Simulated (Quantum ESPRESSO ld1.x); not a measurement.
Problem. The table gives one normalised radial function P(r) = r R(r) of Sr+ in [Kr] 7s1 (r in bohr). Method: scalar-relativistic Kohn-Sham, PBE, spin-unpolarised, spherical densities, point nucleus; computed with ld1.x of Quantum ESPRESSO 7.5.

r	P
0.003005	0.0065
0.004179	0.0119
0.005756	0.0213
0.008006	0.0384
0.01114	0.0684
0.01534	0.1175
0.02133	0.1994
0.02967	0.3240
0.04127	0.4942
0.05684	0.6816
0.07906	0.8270
0.11	0.7896
0.153	0.4178
0.2106	-0.2831
0.293	-1.0979
0.4076	-1.5342
0.5669	-1.3287
0.7807	-0.7615
1.086	-0.2657
1.51	-0.0510
2.08	-0.0049
2.893	-0.0002
4.025	0.0000
5.598	0.0000
7.709	0.0000
10.72	0.0000
14.92	0.0000
20.75	0.0000
28.57	0.0000
39.74	0.0000

Which n and l does it have? It may be an empty orbital.

Solution. n = 3, l = 1: the number of nodes gives n - l - 1 = 1, the rise at small r (about r^(l+1), flatter next to the nucleus through relativity) gives l, and the extent must fit the shell. The curve is that of 3p. 3p: eigenvalue -267.65 eV, 1 radial node at r = 0.188 bohr, <r> = 0.498 bohr, 90 % of the charge inside 0.757 bohr.
